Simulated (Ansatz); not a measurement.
Reaction (formal exchange of groups at the Al–C bond): `FC(F)=[CH][AlH2]` + `C=CC[SiH3]` → `[AlH2][CH2][SiH3]` + `C=CC=C(F)F`

Gas-phase electronic energies from Ansatz, PBE0-D4/def2-TZVP geometries. CCSD(T)/CBS is the MP2 limit (def2-TZVPP, def2-QZVPP) plus CCSD(T) − MP2 in def2-TZVPP, frozen cores. Functionals use def2-TZVPP. HSE06 is defined as in plane-wave codes. One conformer a species, not always the lowest.

`FC(F)=[CH][AlH2]`:

```xyz
8

F     0.495   -0.819   -2.425
C     0.181   -0.140   -1.343
F    -0.142    1.082   -1.705
C     0.188   -0.601   -0.103
Al   -0.281    0.441    1.450
H     0.488   -1.642   -0.032
H    -0.219   -0.279    2.860
H    -0.710    1.956    1.299
```

`C=CC[SiH3]`:

Cartesian coordinates in Å:
```
C -0.178 -0.682 -1.923
C 0.452 0.040 -1.005
C 0.627 -0.340 0.424
Si -0.502 0.672 1.546
H -0.601 -1.655 -1.689
H -0.293 -0.327 -2.940
H 0.854 1.011 -1.290
H 1.659 -0.170 0.750
H 0.404 -1.401 0.578
H -1.924 0.357 1.255
H -0.220 0.369 2.977
H -0.277 2.125 1.316
```

`[AlH2][CH2][SiH3]`:

Z-matrix (Å, degrees):
```
C
Si 1 1.866
Al 1 1.948 2 113.8
H 1 1.096 2 107.7 3 121.8
H 1 1.096 2 107.7 3 -121.7
H 2 1.489 1 112.7 3 180.0
H 2 1.490 1 110.3 3 59.2
H 2 1.490 1 110.3 3 -59.3
H 3 1.587 1 119.9 2 89.7
H 3 1.587 1 119.9 2 -89.6
```

`C=CC=C(F)F`:

```xyz
10

C     0.297    1.103   -1.487
C    -0.204    0.150   -0.702
C     0.235   -0.091    0.653
C    -0.268   -1.041    1.428
F     0.115   -1.279    2.661
F    -1.217   -1.880    1.082
H     1.083    1.767   -1.143
H    -0.065    1.245   -2.497
H    -0.991   -0.495   -1.082
H     1.016    0.521    1.086
```

```tsv
level	ΔE (kJ/mol)	difference from CCSD(T)/CBS
revPBE-D4	-8.0	-3.2
BLYP-D4	-6.2	-1.4
B97M-V	-8.6	-3.8
PBE0-D4	-8.4	-3.6
HSE06-D4	-8.8	-4.0
BHLYP-D4	-4.1	0.7
ωB97X-V	-1.5	3.3
ωB97M-V	-1.7	3.1
PBE0	-8.9	-4.1
r2SCANh	-8.5	-3.7
HSE06	-9.3	-4.5
BHLYP	-4.3	0.5
LC-ωPBE	-4.9	-0.1
HF/def2-SVP	0.9	5.7
CCSD/def2-SVP	-3.1	1.7
HF/def2-TZVPP	1.3	6.1
CCSD(T)/CBS	-4.8	0
```

Largest T1 diagnostic among the species: 0.012.

From BLYP to BHLYP (50 % exact exchange), in def2-TZVPP and without D4, ΔE moves by +3.3 kJ/mol. Leaving LDA and LC-ωPBE aside and taking each functional with its dispersion term where it has one, the values, not all of them listed here, spread over 8.4 kJ/mol, from PBE-D4 to ωB97X-V. In def2-TZVPP, CCSD(T) changes the Hartree–Fock value by −5.3 kJ/mol (the triples alone add −1.2 kJ/mol) and MP2 by −4.2 kJ/mol.
